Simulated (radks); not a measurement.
Isoelectronic series with 38 electrons, each ion in its NIST ground configuration. Method: Dirac Kohn-Sham, BLYP, spin-unpolarised, spherical densities, finite nucleus; open shells are shared between the two j in proportion to 2j + 1; Fermi nuclear charge, rms radius of each element as measured or else 0.836 A^(1/3) + 0.57 fm; computed with a radial shooting solver on a logarithmic mesh with Libxc functionals. Total energies (hartree) and orbital eigenvalues (Ry) (* marks an orbital that is empty in some or all of the ions):

| ion | configuration | E (hartree) | 5s1/2* | 4p3/2 |
|---|---|---|---|---|
| Sr | [Kr] 5s2 | -3180.24908 | -0.24809 | -1.62898 |
| Zr2+ | [Kr] 4d2 | -3598.68692 | -1.19285 | -3.39514 |
| Nb3+ | [Kr] 4d2 | -3818.91941 | -1.89715 | -4.68427 |
| Mo4+ | [Kr] 4d2 | -4046.43070 | -2.71503 | -6.14374 |
| Tc5+ | [Kr] 4d2 | -4281.24035 | -3.63767 | -7.75878 |
| Ru6+ | [Kr] 4d2 | -4523.36768 | -4.66007 | -9.52165 |
| Rh7+ | [Kr] 4d2 | -4772.84381 | -5.77905 | -11.42764 |
| Pd8+ | [Kr] 4d2 | -5029.69704 | -6.99247 | -13.47357 |
| Ag9+ | [Kr] 4d2 | -5293.96272 | -8.29882 | -15.65724 |
| Cd10+ | [Kr] 4d2 | -5565.67344 | -9.69701 | -17.97700 |
| In11+ | [Kr] 4d2 | -5844.87255 | -11.18626 | -20.43162 |
| Sn12+ | [Kr] 4d2 | -6131.59590 | -12.76602 | -23.02014 |
